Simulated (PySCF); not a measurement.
## Chlorine: a sound run and one with changed settings

Sound run: Cl²⁺ [Ne] 3s2 3p3, Cl³⁺ [Ne] 3s2 3p2. Computed with PySCF 2.14 in jorge-DZP-DKH (7s4p1d, 24 functions), with scalar relativity by spin-free X2C-1e. In the sound run the correlated levels freeze [Ne]. The sound run starts from symmetry-adapted Hartree-Fock orbitals and uses a fine grid where one is needed.

Changed run: the non-relativistic Hamiltonian (point nucleus). This setting is unsound on purpose.

```
species   method  sound run (hartree)  changed run (hartree)  converged
   Cl²⁺      UHF           -459.62412             -457.99997        yes
   Cl²⁺      LDA           -458.68865             -457.07515        yes
   Cl²⁺   M06-2X           -460.21317             -458.57181        yes
   Cl²⁺      MP2           -459.69850             -458.07446        yes
   Cl²⁺  CCSD(T)           -459.71805             -458.09414        yes
   Cl³⁺      UHF           -458.19194             -456.56758        yes
   Cl³⁺      LDA           -457.23090             -455.61707        yes
   Cl³⁺   M06-2X           -458.76193             -457.12034        yes
   Cl³⁺      MP2           -458.24931             -456.62509        yes
   Cl³⁺  CCSD(T)           -458.27183             -456.64784        yes
```

Ionisation energy of Cl²⁺:

```csv
method,sound run (eV),changed run (eV)
UHF,38.972,38.977
LDA,39.667,39.676
M06-2X,39.490,39.497
MP2,39.435,39.439
SCS-MP2,39.270,39.274
CCSD,39.351,39.354
CCSD(T),39.354,39.356
```

Most of the change in total energy is the relativistic energy itself. On top of that the contraction fixes the core shape for the Hamiltonian it was made with, so the changed run is not a good calculation with the other Hamiltonian either.

For comparison, NIST gives 39.8 ± 0.11 eV between the lowest levels.
